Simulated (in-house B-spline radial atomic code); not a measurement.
Values are calculated unless marked as measured or tabulated.
**Building a PAW s channel for F, r_c = 0.738 bohr**

F, [He] 2s2 2p5, non-relativistic PBE, spherical and spin-unpolarised, from an all-electron radial atomic-structure program (B-spline basis) (atomic units; all potentials screened as in the neutral atom).

Two all-electron partial waves φ1, φ2 are integrated outwards at E1 = ε(2s) = -1.095854 and E2 = E1 + 0.5 hartree; φ1 is the bound orbital and φ2 has unit norm inside r_c = 0.738 bohr. Smooth partners are polynomials, r^1(a0 + a1 r² + a2 r⁴ + a3 r⁶), matched to φ and three derivatives at r_c, with no condition on the norm. The local potential is -17.6381 + (64.7956) r² + (-110.161) r⁴ + (72.3143) r⁶ inside 0.6042 bohr and the all-electron one outside.

| wave | φ(r_c) | φ'(r_c) | a0 | a1 | a2 | a3 |
| --- | --- | --- | --- | --- | --- | --- |
| 1 | 1.023396 | 0.1254241 | 1.770369 | 0.248441 | -2.666568 | 1.683779 |
| 2 | 1.776664 | -0.3250065 | 3.357253 | -0.0626579 | -4.770703 | 3.091411 |

Inside r_c the overlaps are <φi φj> = [[0.30863, 0.55545], [0.55545, 1.00000]] and, for the smooth waves, [[0.34638, 0.62691], [0.62691, 1.13522]]. With χj = (Ej − T − V_local) applied to smooth wave j, the program's quadrature gives the matrix B_ij = <smooth i, χj> as [[1.30872, 2.45719], [2.42146, 4.54675]].

Task: Check the match of the first wave, and find the augmentation charges q_ij.

Result: At r_c the four terms are 1.30653, 0.09986, -0.58376, 0.20076, which sum to 1.0234, φ1(r_c) to rounding. q_ij is the all-electron overlap less the smooth one: [[-0.03775, -0.07146], [-0.07146, -0.13522]]. The smooth first wave has a norm of 0.3464 inside r_c against 0.3086, so q11 is negative and must stay small enough for the overlap operator to be positive.

Task: B isn't symmetric. Show that D_ij = B_ij + Ej q_ij is.

Result: Integrating by parts gives B12 − B21 = (E1 − E2) q12: 2.45719 − (2.42146) = 0.03573, and −0.5 × (-0.07146) = 0.03573. So D12 = 2.45719 + (-0.595854)(-0.07146) = 2.49977 and D21 = 2.42146 + (-1.095854)(-0.07146) = 2.49977; D11 = 1.35009, D22 = 4.62732. The projectors, p = (B⁻¹)ᵀ χ, are dual to the smooth waves; det B = 0.00044, small beside B11 B22, as the two smooth waves look alike inside r_c.

Solving (T + V_local + Σ p D p) ψ = E (1 + Σ p q p) ψ in a sphere of 9 bohr gives these levels:

```tsv
all-electron	one projector	two projectors
-1.095850	-1.095850	-1.095850
0.017702	0.017588	0.017702
0.249517	0.249223	0.249517
0.634287	0.633501	0.634286
1.162780	1.160930	1.162770
```

Task: What does the second projector gain?

Result: With one projector the errors are 0.00, -0.11, -0.29, -0.79, -1.85 millihartree. With two the errors are 0.00, 0.00, 0.00, 0.00, -0.01 millihartree. The scattering is exact at E1 and at E2 = -0.596, and over all levels compared the largest error is under 0.01 millihartree. The lowest eigenvalue of the overlap operator is 0.771 with one and 0.2642 with two projectors. The smooth orbital alone needs a cutoff of 34.6 hartree for 1 millihartree of kinetic energy, against 95.8 for a norm-conserving Troullier-Martins orbital of the same radius; part of the gain comes from giving up the norm, part from the simpler form.
